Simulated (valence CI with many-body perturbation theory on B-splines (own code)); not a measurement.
**Pr XI: what the settings do**

Computed by configuration interaction combined with many-body perturbation theory (CI+MBPT): three valence electrons over a frozen Dirac-Fock core [Kr] 4d10, radial functions for each j: 5 s, 5 p, 5 d, 5 f, 2 g, with the one-electron correlation potential Σ1 (screened to all orders), the two-electron term Σ2, the three-electron term Σ3, Breit, model QED; selected single and double excitations, second order for the rest, scaled by the run's own slope (own B-spline code, finite nucleus).

No measured levels were compared; by estimate levels hold to about 250 cm⁻¹ or 0.2 % of their energy and the worst to 1 %, as in measured heavy ions of charge 2 to 7; those with d or f electrons hold less well.

The reference run has the lowest level (5s^2 5p1/2) J=1/2 and an ionisation energy of 163.027 eV. Its largest variational space holds 4612 state functions.

Levels are named by their leading jj configuration (3d3/2^4 stands for four electrons in 3d with j = 3/2), which in mixed levels can hold well under half, so a name can repeat and another be missing. Letters in brackets count levels of one name in rising energy.

Changed runs:
A. scale of Σ1 1 → 0
B. correlating orbitals by l 2 2 3 3 2 → 4 4 3 0 0; highest l in the core sums 6 → 7
C. correlating orbitals by l 2 2 3 3 2 → 1 4 4 1 3
D. Davidson iteration limit 60 → 2 (bad on purpose)

Excitation energies of the reference run in cm⁻¹, and shifts in cm⁻¹:

| Level | Reference | A | B | C | D |
| --- | --- | --- | --- | --- | --- |
| (4f5/2 5s^2) J=5/2 | 4338 | +7921 | +1965 | -8.1 | 0 |
| (4f7/2 5s^2) J=7/2 | 7692 | +7563 | +1983 | -1.1 | 0 |
| (5s^2 5p3/2) J=3/2 | 39119 | -1031 | -31 | +1.7 | 0 |
| (4f5/2 5s 5p1/2) J=5/2 [a] | 142687 | +6412 | +1258 | +21 | 0 |
| (4f7/2 5s 5p1/2) J=7/2 [a] | 146555 | +6156 | +1297 | +18 | 0 |
| (4f5/2 5s 5p1/2) J=3/2 | 149057 | +6289 | +1333 | -4.4 | 0 |
| (5s 5p1/2^2) J=1/2 | 150494 | -1502 | -294 | -3.7 | 0 |
| (4f5/2 5s 5p1/2) J=7/2 | 151348 | +6239 | +1469 | +12 | 0 |
| (4f7/2 5s 5p1/2) J=5/2 | 151475 | +6138 | +1345 | +9.2 | 0 |
| (4f7/2 5s 5p1/2) J=9/2 | 153521 | +5961 | +1432 | +10 | 0 |
| (4f5/2 5s 5p1/2) J=5/2 [b] | 159251 | +5929 | +1778 | +3.9 | 0 |
| (4f7/2 5s 5p1/2) J=7/2 [b] | 162760 | +6026 | +2025 | +4.3 | 0 |
| Ionisation energy (eV) | 163.027 | -1.842 | -0.066 | +0.0013 | 0 |

Run D: The Davidson iterations stopped at their limit.
